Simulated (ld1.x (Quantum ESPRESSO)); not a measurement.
## An all-electron radial function and its pseudo partner (arsenic)

Columns: radius, all-electron u(r) and pseudo u(r) of the 3d shell (level -40.65 eV) of arsenic in the configuration [Ar] 3d10 4s2 4p3; PBE, scalar-relativistic, TM scheme, ld1.x (Quantum ESPRESSO) 7.5.

```json
{"r (bohr)": "0.085", "all-electron": "0.1346", "pseudo": "0.0567"}
{"r (bohr)": "0.170", "all-electron": "0.5028", "pseudo": "0.3572"}
{"r (bohr)": "0.255", "all-electron": "0.8557", "pseudo": "0.8078"}
{"r (bohr)": "0.340", "all-electron": "1.0849", "pseudo": "1.1289"}
{"r (bohr)": "0.425", "all-electron": "1.1886", "pseudo": "1.2292"}
{"r (bohr)": "0.510", "all-electron": "1.1983", "pseudo": "1.2082"}
{"r (bohr)": "0.595", "all-electron": "1.1490", "pseudo": "1.1493"}
{"r (bohr)": "0.680", "all-electron": "1.0677", "pseudo": "1.0677"}
{"r (bohr)": "0.765", "all-electron": "0.9720", "pseudo": "0.9720"}
{"r (bohr)": "0.850", "all-electron": "0.8727", "pseudo": "0.8727"}
{"r (bohr)": "0.935", "all-electron": "0.7759", "pseudo": "0.7759"}
{"r (bohr)": "1.020", "all-electron": "0.6851", "pseudo": "0.6851"}
{"r (bohr)": "1.105", "all-electron": "0.6018", "pseudo": "0.6018"}
{"r (bohr)": "1.190", "all-electron": "0.5266", "pseudo": "0.5266"}
{"r (bohr)": "1.275", "all-electron": "0.4595", "pseudo": "0.4595"}
{"r (bohr)": "1.360", "all-electron": "0.4002", "pseudo": "0.4002"}
{"r (bohr)": "1.445", "all-electron": "0.3480", "pseudo": "0.3480"}
{"r (bohr)": "1.530", "all-electron": "0.3022", "pseudo": "0.3022"}
{"r (bohr)": "1.615", "all-electron": "0.2622", "pseudo": "0.2622"}
{"r (bohr)": "1.700", "all-electron": "0.2273", "pseudo": "0.2273"}
{"r (bohr)": "1.785", "all-electron": "0.1969", "pseudo": "0.1969"}
{"r (bohr)": "1.870", "all-electron": "0.1705", "pseudo": "0.1705"}
{"r (bohr)": "1.955", "all-electron": "0.1475", "pseudo": "0.1475"}
{"r (bohr)": "2.040", "all-electron": "0.1276", "pseudo": "0.1276"}
{"r (bohr)": "2.125", "all-electron": "0.1102", "pseudo": "0.1102"}
{"r (bohr)": "2.210", "all-electron": "0.0953", "pseudo": "0.0953"}
```

Task: How many radial nodes do the two functions have?

Result: The all-electron 3d function has n − l − 1 = 0; the pseudo-wave has 0.

Task: At about which radius was the pseudo-wave matched?

Result: 0.65 bohr, where the columns begin to agree (steps of 0.09 bohr).

Task: Is the pseudo-wave norm-conserving?

Result: Yes: the TM scheme keeps the norm inside the radius equal to the all-electron one, which fixes the energy derivative of the logarithmic derivative at the level.
